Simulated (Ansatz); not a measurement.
Ansatz results at the PBE0-D4/def2-TZVP geometry: size of the dipole moment (B3LYP/def2-TZVPP) 0.46 D; HOMO energy (PBE/def2-TZVPP) -6.05 eV; LUMO energy (PBE0/def2-TZVPP) -0.22 eV.

Each molecule was computed in one conformer, which needn't be the lowest.

**Question.** Which molecule gave them?
A. `[OH][GeH2][SeH]`
B. `F[SiH2]B1CO[SiH2]1`
C. `O[C](F)(F)[AlH2]`
D. `N/C=N/[SiH3]`

**Answer.** A. The others give `N/C=N/[SiH3]`: 3.50, -5.73, 0.40; `O[C](F)(F)[AlH2]`: 0.82, -7.02, -1.87; `F[SiH2]B1CO[SiH2]1`: 1.19, -6.48, -2.89.

B3LYP here is the variant with VWN-RPA as its local correlation; programs differ in this.
